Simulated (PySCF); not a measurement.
Input file for PySCF: R-B3LYP/3-21G on GeH4O (SMILES [OH][GeH3]), a point of a torsion scan.

```python
from pyscf import gto, scf, dft, mp
from pyscf.data.elements import chemcore

mol = gto.M(
    atom='''
    O     1.17980473   -0.42458912   -0.38824004
    Ge   -0.45023680    0.01043133    0.02806443
    H     1.89578232    0.06286438    0.01013876
    H    -0.42463504    1.15035355    1.00365152
    H    -1.07316277   -1.20886713    0.62778179
    H    -1.12260068    0.39821311   -1.24947016
    ''',
    basis='3-21g',
    charge=0, spin=0, verbose=3, max_memory=1800)
mf = dft.RKS(mol, xc='b3lyp')
mf.conv_tol = 1e-8
mf.max_cycle = 100
mf.kernel()
if not mf.converged:
    mf = mf.newton().run(mf.mo_coeff, mf.mo_occ)
```

Output:

```
converged SCF energy = -2144.18523440509
```

The run converged.

Cost: about 5 core-seconds (a rough figure).
